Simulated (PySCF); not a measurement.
C$_{2}$H$_{8}$BFSSi (SMILES CB(C)S[SiH2]F), singlet, at a GFN2-xTB geometry; CASSCF(2,3)/STO-3G run with PySCF.

Input for PySCF:
```python
from pyscf import gto, scf, mcscf
import numpy

mol = gto.M(
    atom='''
Si    1.66907317    0.22703757   -0.55610327
F     1.62599108    1.65935182    0.17828158
S     0.21935744   -1.09259282    0.30825175
B    -1.39021116   -0.30720877    0.18451340
C    -2.61674988   -1.06019257    0.83114778
C    -1.58377147    1.08051380   -0.54449456
H     1.39226083    0.52849147   -1.94645761
H     2.94716373   -0.35900216   -0.22608730
H    -3.05999900   -0.45662418    1.62331160
H    -3.40857930   -1.21929699    0.09964137
H    -2.35970595   -2.02605448    1.25909305
H    -1.27139684    1.03298270   -1.58832250
H    -0.97940908    1.86129822   -0.08339506
H    -2.61681333    1.42111486   -0.53138608
''',
    basis='sto-3g',
    verbose=4,
)

mf = scf.RHF(mol)
mf.kernel()
mc = mcscf.CASSCF(mf, 3, 2)
mc.fix_spin_(ss=0.0)
mc.kernel()
occ = numpy.linalg.eigvalsh(mc.fcisolver.make_rdm1(mc.ci, mc.ncas, mc.nelecas))[::-1]
ss = mc.fcisolver.spin_square(mc.ci, mc.ncas, mc.nelecas)[0]
print('natural occupations', occ.round(4), ' <S^2>', round(ss, 4))
```

Output, abridged:

```
PySCF version 2.14.0

[INPUT] verbose = 4
[INPUT] num. atoms = 14
[INPUT] num. electrons = 64
[INPUT] charge = 0
[INPUT] spin (= nelec alpha-beta = 2S) = 0
[INPUT] symmetry False subgroup None
[INPUT] Mole.unit = angstrom
[INPUT] Symbol           X                Y                Z      unit          X                Y                Z       unit  Magmom
[...]
nuclear repulsion = 353.745549816049
number of shells = 30
number of NR pGTOs = 138
number of NR cGTOs = 46
basis = sto-3g
ecp = {}

******** <class 'pyscf.scf.hf.RHF'> ********
method = RHF
initial guess = minao
damping factor = 0
level_shift factor = 0
DIIS = <class 'pyscf.scf.diis.CDIIS'>
diis_start_cycle = 1
diis_space = 8
diis_damp = 0
SCF conv_tol = 1e-09
SCF conv_tol_grad = None
SCF max_cycles = 50
direct_scf = True
direct_scf_tol = 1e-13
Set gradient conv threshold to 3.16228e-05
Initial guess from minao.
init E= -880.903661201426
[...]
cycle= 1 E= -880.658923424523  delta_E= 0.245  |g|= 0.447  |ddm|= 4.23
[...]
cycle= 2 E= -880.758814645356  delta_E= -0.0999  |g|= 0.103  |ddm|= 0.974
[...]
cycle= 3 E= -880.763584269785  delta_E= -0.00477  |g|= 0.0287  |ddm|= 0.192
[...]
cycle= 4 E= -880.764130288823  delta_E= -0.000546  |g|= 0.00559  |ddm|= 0.0773
[...]
cycle= 5 E= -880.764153669594  delta_E= -2.34e-05  |g|= 0.0018  |ddm|= 0.0145
[...]
cycle= 6 E= -880.764156316049  delta_E= -2.65e-06  |g|= 0.000312  |ddm|= 0.00575
[...]
cycle= 7 E= -880.764156426503  delta_E= -1.1e-07  |g|= 9.31e-05  |ddm|= 0.00116
[...]
cycle= 8 E= -880.764156436541  delta_E= -1e-08  |g|= 2.18e-05  |ddm|= 0.000374
[...]
cycle= 9 E= -880.764156437056  delta_E= -5.15e-10  |g|= 4.16e-06  |ddm|= 8.79e-05
[...]
Extra cycle  E= -880.764156437067  delta_E= -1.09e-11  |g|= 1.6e-06  |ddm|= 9.32e-06
converged SCF energy = -880.764156437067

******** <class 'pyscf.mcscf.mc1step.CASSCF'> ********
CAS (1e+1e, 3o), ncore = 31, nvir = 12
max_cycle_macro = 50
max_cycle_micro = 4
conv_tol = 1e-07
conv_tol_grad = None
orbital rotation max_stepsize = 0.02
orbital rotation threshold for CI restart = 0.01
augmented hessian ah_max_cycle = 30
augmented hessian ah_conv_tol = 1e-12
augmented hessian ah_linear dependence = 1e-14
augmented hessian ah_level shift = 1e-08
augmented hessian ah_start_tol = 2.5
augmented hessian ah_start_cycle = 3
augmented hessian ah_grad_trust_region = 3
kf_trust_region = 3
kf_interval = 4
ci_response_space = 4
ci_grad_trust_region = 3
with_dep4 0
natorb = False
canonicalization = True
sorting_mo_energy = False
[...]
CASCI E = -880.766754731818  S^2 = 0.0000000
[...]
macro iter  21 ( 20 JK    4 micro), CASSCF E = -880.774665541512  dE = -4.73963457e-05  S^2 = 0.0000000
               |grad[o]|=0.00125  |grad[c]|=0.00836  |ddm|=0.00612  |maxRot[o]|=0.0583
macro iter  22 ( 21 JK    4 micro), CASSCF E = -880.774667042008  dE = -1.50049607e-06  S^2 = 0.0000000
               |grad[o]|=0.0013  |grad[c]|=0.00677  |ddm|=0.00349  |maxRot[o]|=0.00794
macro iter  23 ( 21 JK    4 micro), CASSCF E = -880.774667263756  dE = -2.21747769e-07  S^2 = 0.0000000
               |grad[o]|=0.00132  |grad[c]|=0.00759  |ddm|=0.00371  |maxRot[o]|=0.00893
macro iter  24 ( 21 JK    4 micro), CASSCF E = -880.774667217603  dE =  4.61536729e-08  S^2 = 0.0000000
               |grad[o]|=0.00132  |grad[c]|=0.00812  |ddm|=0.00384  |maxRot[o]|=0.00823
macro iter  25 ( 17 JK    4 micro), CASSCF E = -880.774796635742  dE = -1.29418140e-04  S^2 = 0.0000000
               |grad[o]|=0.00132  |grad[c]|=0.00491  |ddm|=0.00319  |maxRot[o]|=0.0596
macro iter  26 ( 21 JK    4 micro), CASSCF E = -880.774874112532  dE = -7.74767896e-05  S^2 = 0.0000000
               |grad[o]|=0.000754  |grad[c]|=0.00131  |ddm|=0.00114  |maxRot[o]|=0.0707
macro iter  27 ( 18 JK    4 micro), CASSCF E = -880.774888395460  dE = -1.42829284e-05  S^2 = 0.0000000
               |grad[o]|=0.000382  |grad[c]|=0.00182  |ddm|=0.00128  |maxRot[o]|=0.0198
macro iter  28 ( 15 JK    4 micro), CASSCF E = -880.774887928316  dE =  4.67144446e-07  S^2 = 0.0000000
               |grad[o]|=0.000326  |grad[c]|=0.00154  |ddm|=0.000869  |maxRot[o]|=0.00144
macro iter  29 ( 10 JK    2 micro), CASSCF E = -880.774896359107  dE = -8.43079181e-06  S^2 = 0.0000000
               |grad[o]|=0.000321  |grad[c]|=0.000708  |ddm|=0.000584  |maxRot[o]|=0.0227
macro iter  30 (  6 JK    1 micro), CASSCF E = -880.774897685975  dE = -1.32686750e-06  S^2 = 0.0000000
               |grad[o]|=0.000117  |grad[c]|=0.000338  |ddm|=0.00029  |maxRot[o]|=0.0124
macro iter  31 (  6 JK    1 micro), CASSCF E = -880.774897720315  dE = -3.43396778e-08  S^2 = 0.0000000
               |grad[o]|=8.48e-05  |grad[c]|=7.09e-05  |ddm|=4.06e-05  |maxRot[o]|=0.00281
1-step CASSCF converged in  31 macro (568 JK 113 micro) steps
CASSCF canonicalization
Density matrix diagonal elements [1.9839975 0.0045701 0.0114324]
CASSCF energy = -880.774897720315
CASCI E = -880.774897720315  E(CI) = -1.45566129970064  S^2 = 0.0000000
natural occupations [1.9847e+00 1.4800e-02 5.0000e-04]  <S^2> 0.0
```
